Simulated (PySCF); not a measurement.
## LuO(OH) at several levels of theory

Computed with PySCF 2.14.0 (density fitting, no spin-orbit coupling) at the geometry relaxed with PBE0:

```xyz
4
LuO(OH) (singlet)
Lu   -0.0416   -0.0476   -0.4146
O     1.1508    0.0356    0.9294
O    -1.8930    0.0180    0.2934
H    -2.2467    0.0828    1.1831
```

| level | basis | state | HOMO (eV) | gap (eV) | charge on Lu1 (e) | population of f-type functions on Lu1 (core shells left out) | dipole about the centre of mass (D) | largest force component (eV/Å) |
| --- | --- | --- | --- | --- | --- | --- | --- | --- |
| PBE0 | Lu def2-SVP with ECP28, O def2-SVP, H def2-SVP | singlet | -6.18 | 3.84 | 0.92 | 14.05 | 6.01 | 0.01 |
| PBE | the same | singlet | -4.83 | 1.82 | 0.76 | 14.04 | 5.18 | 0.77 |
| M06-L | the same | singlet | -4.86 | 2.71 | 0.98 | 14.04 | 5.77 | 0.52 |

Charges are Mulliken's, which hang on the basis. The relaxation used the grid (50, 194), these runs (75, 302) or, all-electron (x2c bases, spin-free X2C Hamiltonian), (99, 590).

Q: What does PBE0 with Lu def2-TZVP with ECP28, O def2-TZVP, H def2-TZVP give here?

A: state singlet, HOMO (eV) -6.40, gap (eV) 3.96, charge on Lu1 (e) 1.22, population of f-type functions on Lu1 (core shells left out) 14.03, dipole about the centre of mass (D) 6.35, largest force component (eV/Å) 0.37. Time: 19 s on 2 threads of AMD EPYC 7R43 64-Core Processor (Zen 3), on a shared host, from free ions and atoms.

In the first row's basis the gap widens with exact exchange: 1.8 to 2.7 eV for PBE, M06-L (none); 3.8 eV for PBE0 (a fixed share).
